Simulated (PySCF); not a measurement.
C5H7O, SMILES O=C1C[CH]CC1, multiplicity 2. Atoms are numbered in the order given.

```xyz
13

O      0.8382     1.8493     0.4991
C      0.3815     0.7875     0.1636
C      1.1524    -0.5352     0.1144
C      0.1159    -1.5603    -0.1999
C     -1.2697    -0.9786    -0.2407
C     -1.0582     0.5434    -0.2903
H      1.6737    -0.6885     1.0796
H      1.9573    -0.4569    -0.6426
H      0.3208    -2.6297    -0.2862
H     -1.8419    -1.2648     0.6653
H     -1.8589    -1.3575    -1.0936
H     -1.1342     0.9292    -1.3218
H     -1.7536     1.1338     0.3237
```
Charge 0, spin multiplicity 2.

Geometry: ωB97X-D3(BJ)/def2-SVP. The isomer is the one that the SMILES or the coordinates give; other isomers of the formula were not compared. Other conformers were not sampled.

The numbers are results of PySCF with B3LYP/pcH-1, not measurements.

Unrestricted Kohn–Sham, ⟨S²⟩ = 0.754. Hyperfine tensors hold the contact and dipolar terms, without spin-orbit corrections.

Computed hyperfine couplings:
| nucleus | A(iso) (MHz) | A(iso) (G) | dipolar principal values (MHz) |
|---|---|---|---|
| 17O no. 1 | 0.5 | 0.2 | -0.8, -0.3, 1.1 |
| 13C no. 2 | 0.2 | 0.1 | -1.1, -0.6, 1.8 |
| 13C no. 3 | -36.6 | -13.1 | -2.3, 0.3, 2.0 |
| 13C no. 4 | 96.5 | 34.4 | -81.3, -81.2, 162.4 |
| 13C no. 5 | -33.7 | -12.0 | -2.0, 0.4, 1.7 |
| 13C no. 6 | 4.7 | 1.7 | -1.1, -0.8, 1.9 |
| 1H no. 7 | 124.7 | 44.5 | -4.9, -3.3, 8.2 |
| 1H no. 8 | 119.0 | 42.5 | -4.9, -4.1, 9.0 |
| 1H no. 9 | -63.8 | -22.8 | -37.2, -1.2, 38.4 |
| 1H no. 10 | 139.5 | 49.8 | -5.3, -3.3, 8.5 |
| 1H no. 11 | 81.1 | 28.9 | -4.6, -4.3, 8.9 |
| 1H no. 12 | -2.9 | -1.0 | -2.6, -2.2, 4.8 |
| 1H no. 13 | -2.3 | -0.8 | -1.9, -1.6, 3.5 |
